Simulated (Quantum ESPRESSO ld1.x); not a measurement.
Yb+, configuration [Xe] 4f13.5 6s1.5 (fractional occupations, a model configuration). Calculated with ld1.x of Quantum ESPRESSO 7.5: scalar-relativistic Kohn-Sham, LDA (Slater exchange, Perdew-Zunger correlation), spin-polarised, spherical densities, point nucleus; open shells are filled with parallel spins first. Some entries of the table are withheld. Estimate them.

orbital,occ.,eigenvalue (Ry),r(max) (bohr),<r> (bohr)
1s up,1,-4498.3368,0.012,0.01967
1s down,1,-4498.3363,0.012,0.01967
2s up,1,-762.9035,0.071,0.08338
2s down,1,-762.9024,0.071,0.08338
2p up,3,-672.7183,0.058,0.07417
2p down,3,-672.7174,0.058,0.07417
3s up,1,-172.5862,0.200,0.2169
3s down,1,-172.5689,0.200,0.2169
3p up,3,-145.4052,0.197,0.2164
3p down,3,-145.3879,0.197,0.2164
3d up,5,-112.2541,0.160,0.1962
3d down,5,-112.2406,0.160,0.1962
4s up,1,-34.5981,0.456,0.4880
4s down,1,-34.5648,0.456,0.4880
4p up,3,-25.6681,0.475,0.5183
4p down,3,-25.6355,0.475,0.5183
4d up,5,-13.9151,0.490,0.5596
4d down,5,-13.8832,0.490,0.5597
5s up,1,(1),1.07,1.198
5s down,1,(2),1.07,1.199
5p up,3,-2.7361,1.22,(3)
5p down,3,-2.7217,1.22,(4)
4f up,7,-1.0550,0.483,0.7582
4f down,6.5,-1.0263,0.483,0.7600
6s up,1,-0.7738,2.94,3.373
6s down,0.5,-0.7489,2.97,3.392

Answer. 
(1) 5s up eigenvalue (Ry): -4.7941
(2) 5s down eigenvalue (Ry): -4.7776
(3) 5p up <r> (bohr): 1.428
(4) 5p down <r> (bohr): 1.427
